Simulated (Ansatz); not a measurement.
Coupled-cluster run, C4H13AlO, SMILES `C[O+](C)[AlH-]([CH3])[CH3]`.

```yaml
crystal:
  periodic: [false, false, false]
  atoms:
    - {symbol: C, position_ang: [0.326342, -1.575744, 0.843181]}
    - {symbol: O, position_ang: [0.922332, -0.423481, 0.260484]}
    - {symbol: C, position_ang: [1.953163, -0.736091, -0.669702]}
    - {symbol: Al, position_ang: [-0.241127, 1.158374, -0.145764]}
    - {symbol: C, position_ang: [-1.340469, 0.446190, -1.625182]}
    - {symbol: C, position_ang: [-1.118693, 1.441636, 1.598149]}
    - {symbol: H, position_ang: [1.092349, -2.156697, 1.362375]}
    - {symbol: H, position_ang: [-0.149734, -2.188736, 0.072460]}
    - {symbol: H, position_ang: [-0.419498, -1.226620, 1.554112]}
    - {symbol: H, position_ang: [2.334144, 0.211483, -1.045583]}
    - {symbol: H, position_ang: [1.552423, -1.333234, -1.493889]}
    - {symbol: H, position_ang: [2.746022, -1.287610, -0.158685]}
    - {symbol: H, position_ang: [0.955325, 2.151320, -0.556271]}
    - {symbol: H, position_ang: [-0.745634, 0.128217, -2.488660]}
    - {symbol: H, position_ang: [-1.963542, -0.403775, -1.323647]}
    - {symbol: H, position_ang: [-2.029334, 1.214393, -1.994793]}
    - {symbol: H, position_ang: [-0.410469, 1.429078, 2.433781]}
    - {symbol: H, position_ang: [-1.910843, 0.717937, 1.819419]}
    - {symbol: H, position_ang: [-1.594458, 2.429060, 1.614617]}
basis:
  gaussian: {orbitals: def2-SVP}
correlation: {method: ccsd_t}
```

```sh
$ ansatz run in.yaml --threads 8 --pin off --events-out ev --progress --plain --max-ram 18278MiB
```

Log, shortened:

```
Functional definition: HF
1549 factors; integrals over basis functions are off by at most 1.2e-3 eV
mean field evaluation 1: about -12936.9929 eV, gradient 3.8e1 eV
mean field evaluation 2: about -12937.0010 eV, gradient 3.8e1 eV
mean field evaluation 4: about -12941.0869 eV, gradient 3.6e0 eV
mean field evaluation 8: about -12941.1308 eV, gradient 1.6e-4 eV
mean field -12941.13080934 eV, -475.5777854296 hartree, gradient 1.5e-6 eV, S^2 0.000000; 0 other end points of the search recorded, 0 dependent functions left out
10 core orbitals not correlated: weight in the atoms' cores, before any rotation towards them, 1.000 or more for the frozen orbitals, at most 0.000 for the correlated occupied ones
reference -12941.13080934 eV, -475.5777854296 hartree; 19, 19 occupied and 124, 124 virtual orbitals, 1549 factors
second order -23.07828241 eV of doubles, -0.00000000 eV of singles
cycle   1  -24.58644582 eV  change    -1.5e0 eV  update   1.0e-1
cycle   2  -25.25159647 eV  change   -6.7e-1 eV  update   2.9e-2
cycle   3  -25.35673609 eV  change   -1.1e-1 eV  update   1.1e-2
cycle   4  -25.35694368 eV  change   -2.1e-4 eV  update   2.7e-3
cycle   5  -25.35743754 eV  change   -4.9e-4 eV  update   8.8e-4
cycle   6  -25.35743047 eV  change    7.1e-6 eV  update   2.4e-4
cycle   7  -25.35736357 eV  change    6.7e-5 eV  update   8.1e-5
cycle   8  -25.35736686 eV  change   -3.3e-6 eV  update   2.8e-5
perturbative correction -0.65555388 eV, -0.0240911608 hartree
Total energy: -12967.14373008 eV, -476.5337426348 hartree
```

Run time 12 s (8 threads of an Intel Xeon Platinum 8259CL on a shared host); peak host memory 1.5 GiB.

Correlation energy per correlated electron: -0.685 eV. T1 diagnostic: 0.0088.
